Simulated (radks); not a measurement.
Species: Sn+. Configuration: [Kr] 4d10 5s2 5p1. Method: scalar-relativistic Kohn-Sham, r2SCAN, spin-polarised, spherical densities, finite nucleus; open shells are filled with parallel spins first (spin-orbit coupling, left out, can overturn this in heavy ions); meta-GGA in the generalised Kohn-Sham scheme; Fermi nuclear charge, rms radius 4.6519 fm; computed with a radial shooting solver on a logarithmic mesh with Libxc functionals.

Unscreened Slater integrals over Kohn-Sham orbitals (cm^-1). They are taken over the spin-up orbitals.

integral,value
"F0(5p,5p)",69117
"F2(5p,5p)",37127
"F0(5p,5s)",75502
"G1(5p,5s)",49221
"F0(5p,4d)",87101
"F2(5p,4d)",22421
"G1(5p,4d)",7862.2
"G3(5p,4d)",6781.8
"F0(5p,4p)",88657
"F2(5p,4p)",17671
"G0(5p,4p)",3243.9
"G2(5p,4p)",4106.7
"F0(5s,5s)",84702
"F0(5s,4d)",104220
"G2(5s,4d)",13993
"F0(5s,4p)",106840
"G1(5s,4p)",6533.3
"F0(4d,4d)",181440
"F2(4d,4d)",90842
"F4(4d,4d)",59718
"F0(4d,4p)",199060
"F2(4d,4p)",99718
"G1(4d,4p)",126400
"G3(4d,4p)",77723
"F0(4p,4p)",222540
"F2(4p,4p)",116930

Derived for the open shells (J is the average intra-shell exchange parameter used in DFT+U). 5p: J = F2/5 = 7425 cm^-1.
